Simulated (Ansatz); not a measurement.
CH6BFGeS (`FB(S)[CH2][GeH3]`) at its PBE0-D4/def2-TZVP geometry, where that method's forces vanish. Total charge 0; spin multiplicity 1.

```xyz
11

F    -0.5292   -0.0080   -2.1264
B    -0.5102    0.6284   -0.9543
S    -0.0644    2.3816   -0.9264
C    -0.8175   -0.1427    0.3505
Ge    0.8058   -1.0544    1.0091
H     0.1603    2.4948   -2.2461
H    -1.5607   -0.9254    0.1774
H    -1.1589    0.5031    1.1615
H     1.3917   -1.9462   -0.0966
H     1.8491   -0.0077    1.4294
H     0.4341   -1.9236    2.2220
```

Q: What forces (eV/Å) does r2SCAN-D4/def2-TZVPP give on these atoms in the Gaussian-basis code of Ansatz? (An estimate is asked.)

A: Computed: 
```
F1  -0.001 -0.095 -0.151
B2  -0.006 -0.002  0.123
S3   0.024  0.115  0.018
C4  -0.040  0.017  0.007
Ge5  0.071 -0.043  0.034
H6   0.001 -0.006 -0.013
H7   0.007 -0.001  0.008
H8   0.006 -0.018  0.003
H9  -0.030  0.044  0.049
H10 -0.052 -0.051 -0.022
H11  0.021  0.039 -0.056
```
